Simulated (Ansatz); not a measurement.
All numbers were calculated with Ansatz.

F3HSSn (`[F][Sn]([F])([F])[SH]`) at its PBE0-D4/def2-TZVP geometry, where that method's forces vanish. The species carries charge 0 and has multiplicity 1. Sn takes the def2 core potential.

| atom | x (Å) | y (Å) | z (Å) |
| --- | --- | --- | --- |
| F1 | -0.3209 | -1.6512 | 1.1052 |
| Sn2 | -0.3037 | 0.0820 | 0.3486 |
| F3 | -2.0407 | 0.7870 | 0.5761 |
| F4 | 0.8286 | 1.0621 | 1.5034 |
| S5 | 0.3246 | 0.1439 | -1.9093 |
| H6 | 1.5120 | -0.4238 | -1.6240 |

(1) For each bond, give half the difference of the two atoms' forces along it (eV/Å; positive pushes the atoms apart) under PBE-D4, r2SCAN-D4, B3LYP-D4, ωB97M-V in def2-TZVPP. (Estimate.)

Results:

(1) The calculation gave: 
```
  bond  length (Å)  PBE-D4  r2SCAN-D4  B3LYP-D4  ωB97M-V
F1–Sn2       1.891    0.46       0.09      0.22     0.03
Sn2–F3       1.888    0.47       0.10      0.23     0.05
Sn2–F4       1.891    0.46       0.09      0.22     0.03
Sn2–S5       2.344   -0.02       0.02      0.08    -0.10
 S5–H6       1.347    0.25       0.02     -0.02    -0.10
```

B3LYP here is the variant with VWN-RPA as its local correlation; programs differ in this.
